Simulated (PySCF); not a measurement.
**Worked example: entropy of an ideal gas**

diphosphane cation (H4P2), SMILES PP (connectivity only; charge and spin as stated), charge +1, multiplicity 2.

Geometry optimised at B3LYP-D3(BJ)/def2-TZVP. The multiplicity is an assumed one; other spin states were not compared.

B3LYP-D3(BJ)/def2-TZVP (PySCF 2.14.0) gives the harmonic wavenumbers 279, 389, 477, 566, 805, 823, 1060, 1061, 2429, 2433, 2459, 2468 cm⁻¹ and the rotational temperatures 3.3043, 0.2957, 0.2872 K. The molar mass is 65.98 g/mol, the symmetry number 2, the spin multiplicity 2.

Question: Work out the entropy at 298.15 K and 1 atm in the rigid-rotor, harmonic-oscillator model.

Answer: 
Translation (Sackur–Tetrode at 1 atm): S = R[1.5 ln M + 2.5 ln T − 1.16487] = 161.0 J/(mol K).
Rotation: q = (√π/σ) T^1.5/√(θA θB θC) = 8610, S = R[ln q + 3/2] = 87.8 J/(mol K).
Vibration: with u = 1.4388 ν/T, each mode gives R[u/(e^u − 1) − ln(1 − e^−u)]:
| ν (cm⁻¹) | modes | u | S (J/(mol K)) |
|---|---|---|---|
| 279 | 1 | 1.35 | 6.44 |
| 389 | 1 | 1.88 | 4.20 |
| 477 | 1 | 2.30 | 3.00 |
| 566 | 1 | 2.73 | 2.14 |
| 805 | 1 | 3.88 | 0.85 |
| 823 | 1 | 3.97 | 0.79 |
| 1060 | 1 | 5.12 | 0.31 |
| 1061 | 1 | 5.12 | 0.31 |
The stiffer modes add less than 0.005 each. Sum 18.0 J/(mol K).
Spin: R ln 2 = 5.8 J/(mol K).
Total 272.6 J/(mol K); the program's own thermochemistry gives 272.6. Translation makes up 59 % and vibration 7 %. Anharmonicity, hindered rotation and orbital degeneracy are left out.
